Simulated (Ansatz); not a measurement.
System: sum formula Si2H5Cl, net charge 0, singlet state. 
Structure (B3LYP-D3(BJ)/def2-TZVP (Ansatz, a quantum-chemistry and plane-wave program) minimum search):
SMILES: [SiH3][SiH2]Cl
```xyz
8

Si    -1.8389    -0.3520     0.1356
Si     0.4719    -0.7234     0.0485
Cl     1.4291     1.1058    -0.1906
H     -2.2873     0.2871    -1.1232
H     -2.5446    -1.6459     0.3062
H     -2.1572     0.5330     1.2799
H      0.9808    -1.3367     1.2956
H      0.8513    -1.5815    -1.0961
```
Charge 0, spin multiplicity 1.

Total electronic energies in hartree. Cores are frozen in the correlated levels unless marked. No spin-orbit coupling. Non-relativistic unless marked X2C. CBS marks a two-point X^-3 extrapolation of the correlation energy; Hartree-Fock from the larger set (for Q and 5 zeta extrapolated as (X+1)exp(-9√X)). The bracket is a focal-point correction in the basis named.

| level | program | energy (Eh) |
|---|---|---|
| PBE0/STO-3G | Ansatz | -1030.14531 |
| PBE0-D4/def2-TZVP | Ansatz + dftd4 | -1041.86534 |
| LC-wPBE-D3(BJ)/def2-TZVPD | Ansatz + dftd3 | -1041.96364 |
| B2GP-PLYP-D4/def2-TZVPD | Ansatz + dftd4 | -1041.75082 |
| RI-MP2/aug-cc-pV(T+d)Z | Ansatz | -1040.82549 |
| RI-MP2/CBS(cc-pV(T+d)Z,cc-pV(Q+d)Z) | Ansatz | -1040.8923 |
| SCS-MP2/STO-3G | Ansatz | -1028.85506 |
| SCS-MP2/6-31G | Ansatz | -1040.30066 |
| SCS-MP2/aug-cc-pV(D+d)Z | Ansatz | -1040.70886 |
| SCS-MP2/cc-pV(D+d)Z | Ansatz | -1040.68112 |
| CCSD/6-31G | Ansatz | -1040.33010 |
| CCSD/cc-pwCVTZ | Ansatz | -1040.87895 |
| X2C-CCSD(T)/cc-pVTZ-DK | Ansatz | -1043.49594 |
| RI-MP2/CBS(cc-pV(T+d)Z,cc-pV(Q+d)Z)+[CCSD(T)-MP2]/cc-pV(D+d)Z | Ansatz | -1040.9592 |
| CCSD(T)/CBS(cc-pV(Q+d)Z,cc-pV(5+d)Z) | Ansatz | -1040.9656 |

Totals of different functionals don't rank their quality; only differences between species are comparable.
